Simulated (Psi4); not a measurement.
C$_{3}$H$_{10}$BFOSi, singlet, geometry from GFN2-xTB, atoms displaced at random by about 0.03 Å a coordinate; Psi4 1.11 with HF/STO-3G, gradient.

Psi4 was given this input:
```
memory 2 GB

molecule {
0 1
  B     1.46455756   -0.30585833    1.59508252
  F     0.94115646    0.52596483    2.51347976
  H     2.33038559   -0.85173656    1.97049960
  O     0.82138758   -0.44271725    0.46659507
  Si   -0.35158975   -0.07962988   -0.59747627
  C    -1.37982943    1.42804641    0.09725878
  C     0.55878527    0.46805042   -2.19251263
  C    -1.33613470   -1.63896373   -0.76888412
  H    -2.20259959    1.66029238   -0.59684116
  H    -0.82324762    2.27397501    0.18829793
  H    -1.88766839    1.03592429    1.04271555
  H     1.18409195    1.39435939   -2.05946478
  H    -0.17955077    0.68913859   -3.02079444
  H     1.19068514   -0.29414436   -2.56524954
  H    -1.84891595   -1.96614188    0.16173386
  H    -0.71842313   -2.45739260   -1.12869538
  H    -2.14269450   -1.54165152   -1.53517988
symmetry c1
no_reorient
no_com
}

set basis sto-3g

gradient('scf')
print_variables()
```

Problem. Write the output that Psi4 gives for this input, abridged.

Solution. 
```
gradient() will perform analytic gradient computation.

   => Loading Basis Set <=

    Name: STO-3G
    Role: ORBITAL
    Keyword: BASIS

         ---------------------------------------------------------
                                   SCF
               by Justin Turney, Rob Parrish, Andy Simmonett
                          and Daniel G. A. Smith
                              RHF Reference
         ---------------------------------------------------------

  ==> Geometry <==

    Molecular point group: c1
    Full point group: C1

    Geometry (in Angstrom), charge = 0, multiplicity = 1:

       Center              X                  Y                   Z               Mass
    ------------   -----------------  -----------------  -----------------  -----------------
         B            1.464557560000    -0.305858330000     1.595082520000    11.009305360000
         F            0.941156460000     0.525964830000     2.513479760000    18.998403162730
         H            2.330385590000    -0.851736560000     1.970499600000     1.007825032230
         O            0.821387580000    -0.442717250000     0.466595070000    15.994914619570
         SI          -0.351589750000    -0.079629880000    -0.597476270000    27.976926534650
         C           -1.379829430000     1.428046410000     0.097258780000    12.000000000000
         C            0.558785270000     0.468050420000    -2.192512630000    12.000000000000
         C           -1.336134700000    -1.638963730000    -0.768884120000    12.000000000000
         H           -2.202599590000     1.660292380000    -0.596841160000     1.007825032230
         H           -0.823247620000     2.273975010000     0.188297930000     1.007825032230
         H           -1.887668390000     1.035924290000     1.042715550000     1.007825032230
         H            1.184091950000     1.394359390000    -2.059464780000     1.007825032230
         H           -0.179550770000     0.689138590000    -3.020794440000     1.007825032230
         H            1.190685140000    -0.294144360000    -2.565249540000     1.007825032230
         H           -1.848915950000    -1.966141880000     0.161733860000     1.007825032230
         H           -0.718423130000    -2.457392600000    -1.128695380000     1.007825032230
         H           -2.142694500000    -1.541651520000    -1.535179880000     1.007825032230

  Running in c1 symmetry.

  Rotational constants: A =      0.09347  B =      0.04398  C =      0.04296 [cm^-1]
  Rotational constants: A =   2802.19891  B =   1318.54192  C =   1287.77331 [MHz]
  Nuclear repulsion =  380.659022948904919

  Charge       = 0
  Multiplicity = 1
  Electrons    = 64
  Nalpha       = 32
  Nbeta        = 32

  ==> Algorithm <==

  SCF Algorithm Type is DF.
  DIIS enabled.
  MOM disabled.
  Fractional occupation disabled.
  Guess Type is SAD.
  Energy threshold   = 1.00e-08
  Density threshold  = 1.00e-08
  Integral threshold = 1.00e-12

  ==> Primary Basis <==

  Basis Set: STO-3G
    Blend: STO-3G
    Number of shells: 33
    Number of basis functions: 49
    Number of Cartesian functions: 49
    Spherical Harmonics?: true
    Max angular momentum: 1

   => Loading Basis Set <=

    Name: (STO-3G AUX)
    Role: JKFIT
    Keyword: DF_BASIS_SCF

  ==> Integral Setup <==

  SCF_SUBTYPE=INCORE selected. In-core MEM_DF algorithm will be used.
  Using in-core AOs.

  ==> MemDFJK: Density-Fitted J/K Matrices <==

    J tasked:                   Yes
    K tasked:                   Yes
    wK tasked:                   No
    Algorithm:                 Core
    Schwarz Cutoff:           1E-12
    Mask sparsity (%):       2.9155
    Fitting Condition:        1E-10

   => Auxiliary Basis Set <=

  Basis Set: (STO-3G AUX)
    Blend: DEF2-UNIVERSAL-JKFIT
    Number of shells: 248
    Number of basis functions: 762
    Number of Cartesian functions: 897
    Spherical Harmonics?: true
    Max angular momentum: 4

  Minimum eigenvalue in the overlap matrix is 2.2672187751E-01.
  Reciprocal condition number of the overlap matrix is 9.6802104438E-02.
    Using symmetric orthogonalization.

  ==> Pre-Iterations <==

  SCF Guess: Superposition of Atomic Densities via on-the-fly atomic UHF (no occupation information).

   -------------------------
    Irrep   Nso     Nmo
   -------------------------
     A         49      49
   -------------------------
    Total      49      49
   -------------------------

  ==> Iterations <==

                           Total Energy        Delta E     RMS |[F,P]|

   @DF-RHF iter SAD:  -594.53456302632321   -5.94535e+02   0.00000e+00
   @DF-RHF iter   1:  -600.01338661201487   -5.47882e+00   6.24817e-03 DIIS/ADIIS
   @DF-RHF iter   2:  -600.07857544599938   -6.51888e-02   1.62098e-03 DIIS/ADIIS
   @DF-RHF iter   3:  -600.08232081545941   -3.74537e-03   3.51348e-04 DIIS/ADIIS
   @DF-RHF iter   4:  -600.08258001729462   -2.59202e-04   1.04808e-04 DIIS/ADIIS
   @DF-RHF iter   5:  -600.08260256709616   -2.25498e-05   2.31553e-05 DIIS
   @DF-RHF iter   6:  -600.08260477854481   -2.21145e-06   6.96772e-06 DIIS
   @DF-RHF iter   7:  -600.08260496060211   -1.82057e-07   1.13533e-06 DIIS
   @DF-RHF iter   8:  -600.08260496510979   -4.50768e-09   2.89122e-07 DIIS
   @DF-RHF iter   9:  -600.08260496536116   -2.51362e-10   8.42294e-08 DIIS
   @DF-RHF iter  10:  -600.08260496538855   -2.73985e-11   1.53801e-08 DIIS
   @DF-RHF iter  11:  -600.08260496538901   -4.54747e-13   2.62964e-09 DIIS
  Energy and wave function converged.

  ==> Post-Iterations <==

    Orbital Energies [Eh]
    ---------------------

    Doubly Occupied:

[...]
    Virtual:

[...]
    Final Occupation by Irrep:
              A
    DOCC [    32 ]
    NA   [    32 ]
    NB   [    32 ]

  @DF-RHF Final Energy:  -600.08260496538901

   => Energetics <=

    Nuclear Repulsion Energy =            380.6590229489049193
    One-Electron Energy =               -1589.3775882191939672
    Two-Electron Energy =                 608.6359603048999816
    Total Energy =                       -600.0826049653890095

Computation Completed

Properties will be evaluated at   0.000000,   0.000000,   0.000000 [a0]

Properties computed using the SCF density matrix

 Multipole Moments:

 ------------------------------------------------------------------------------------
     Multipole            Electronic (a.u.)      Nuclear  (a.u.)        Total (a.u.)
 ------------------------------------------------------------------------------------

 L = 1.  Multiply by 2.5417464519 to convert [e a0] to [Debye]
 Dipole X            :          0.6333158           -1.1318899           -0.4985741
 Dipole Y            :         -0.1383394            0.0628463           -0.0754931
 Dipole Z            :         -3.1272878            2.3376236           -0.7896642
 Magnitude           :                                                    0.9369337

 ------------------------------------------------------------------------------------

         ------------------------------------------------------------
                                   SCF GRAD
                          Rob Parrish, Justin Turney,
                       Andy Simmonett, and Alex Sokolov
         ------------------------------------------------------------

  ==> Geometry <==

    Molecular point group: c1
    Full point group: C1

    Geometry (in Angstrom), charge = 0, multiplicity = 1:

       Center              X                  Y                   Z               Mass
    ------------   -----------------  -----------------  -----------------  -----------------
         B            1.464557560000    -0.305858330000     1.595082520000    11.009305360000
         F            0.941156460000     0.525964830000     2.513479760000    18.998403162730
         H            2.330385590000    -0.851736560000     1.970499600000     1.007825032230
         O            0.821387580000    -0.442717250000     0.466595070000    15.994914619570
         SI          -0.351589750000    -0.079629880000    -0.597476270000    27.976926534650
         C           -1.379829430000     1.428046410000     0.097258780000    12.000000000000
         C            0.558785270000     0.468050420000    -2.192512630000    12.000000000000
         C           -1.336134700000    -1.638963730000    -0.768884120000    12.000000000000
         H           -2.202599590000     1.660292380000    -0.596841160000     1.007825032230
         H           -0.823247620000     2.273975010000     0.188297930000     1.007825032230
         H           -1.887668390000     1.035924290000     1.042715550000     1.007825032230
         H            1.184091950000     1.394359390000    -2.059464780000     1.007825032230
         H           -0.179550770000     0.689138590000    -3.020794440000     1.007825032230
         H            1.190685140000    -0.294144360000    -2.565249540000     1.007825032230
         H           -1.848915950000    -1.966141880000     0.161733860000     1.007825032230
         H           -0.718423130000    -2.457392600000    -1.128695380000     1.007825032230
         H           -2.142694500000    -1.541651520000    -1.535179880000     1.007825032230

  Nuclear repulsion =  380.659022948904919

  ==> Basis Set <==

  Basis Set: STO-3G
    Blend: STO-3G
    Number of shells: 33
    Number of basis functions: 49
    Number of Cartesian functions: 49
    Spherical Harmonics?: true
    Max angular momentum: 1

  ==> DFJKGrad: Density-Fitted SCF Gradients <==

    Gradient:                    1
    J tasked:                  Yes
    K tasked:                  Yes
    wK tasked:                  No
    Integrals threads:           1
    Schwarz Cutoff:          1E-12
    Fitting Condition:       1E-10

   => Auxiliary Basis Set <=

  Basis Set: (STO-3G AUX)
    Blend: DEF2-UNIVERSAL-JKFIT
    Number of shells: 248
    Number of basis functions: 762
    Number of Cartesian functions: 897
    Spherical Harmonics?: true
    Max angular momentum: 4

  -Total Gradient:
     Atom            X                  Y                   Z
    ------   -----------------  -----------------  -----------------
       1        0.084229758729    -0.053750952633    -0.009958163660
       2       -0.007599390927     0.006408031472     0.014809085628
       3       -0.055498540041     0.038065521687    -0.002919955566
       4       -0.032183824275     0.014817201486    -0.007873834218
       5        0.004286633999    -0.055485671179     0.004797874356
       6        0.063615819866     0.120163269283     0.011134806416
       7        0.036586766768    -0.039166610027     0.005893672504
       8        0.041078680065     0.012667690400     0.015817096218
       9       -0.012029609513     0.004125703350    -0.007601414810
      10       -0.039032741106    -0.055167805445    -0.021616393570
      11       -0.027152201228    -0.031940089513     0.030680670489
      12        0.021137405731     0.029186488006    -0.001048815544
      13       -0.023323767399     0.005728041969    -0.029806536520
      14       -0.016508676264     0.018560976063     0.005853925554
      15       -0.016793974594    -0.009678986780     0.017618344393
      16       -0.001446356365    -0.002143841915    -0.006613800304
      17       -0.019365983448    -0.002388966224    -0.019166561370

  Variable Map:
  ----------------------------------------------------------------------------
[...]
  Array Variable Map:
  ----------------------------------------------------------------------------
[...]
[...]
```
